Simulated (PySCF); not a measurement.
C₆H₇BO₃, SMILES OB(O)c1cccc(O)c1 at its GFN2-xTB optimised geometry (Å):

```
17

O     -0.6563    -2.5483     0.0626
B     -1.3723    -1.4036    -0.0016
O     -2.7282    -1.5103    -0.0665
C     -0.5935    -0.0264     0.0000
C     -1.2440     1.2075     0.0015
C     -0.5272     2.3916     0.0026
C      0.8538     2.3763     0.0011
C      1.5240     1.1567     0.0000
O      2.8854     1.1677    -0.0010
C      0.8000    -0.0264     0.0000
H     -1.1992    -3.3377     0.0568
H     -3.2133    -0.6887    -0.1151
H     -2.3253     1.2505     0.0051
H     -1.0487     3.3377     0.0047
H      1.4283     3.2890     0.0013
H      3.2133     0.2601     0.0002
H      1.3156    -0.9770     0.0004
```

Computed with CAM-B3LYP/def2-SVP in PySCF. Cells within 0.4 Å of a nucleus heavier than hydrogen are left out (blank, or x).

Map of the electrostatic potential (hartree/e), clipped to [-0.08, 0.12] on the plane z = 0.0 Å:

```
|3333333333333333333333333|
|3333333333333333333333333|
|3333333444443344433333233|
|3333333457854457643322222|
|3333334479995699953222222|
|3333344479999999963222222|
|33344444699x99x9942111222|
|34444455799x99x9963000122|
|4444459999999999999910122|
|444457999xx9999xx9xx92223|
|444567999x99999xx9x994333|
|4456788999999999999997443|
|4457999789xx9xx9999998544|
|4459999999999999989997544|
|4457999999999999977776544|
|334499x99x996599965555444|
|333249x999996246544444443|
|3321029999xx9013334444433|
|3321002599xx9002333333333|
|3322223599995012233333333|
|3332234699983222233333333|
|3333334589963322333333333|
|3333334566654333333333333|
|3333334445443333333333333|
|3333334444443333333333333|
```
Scale: ten equal steps from -0.062 (start of '0') to 0.120 (end of '9'), in the order '0123456789'; x runs from -5.50 to 5.50, y from -5.50 (bottom) to 5.50 (top).
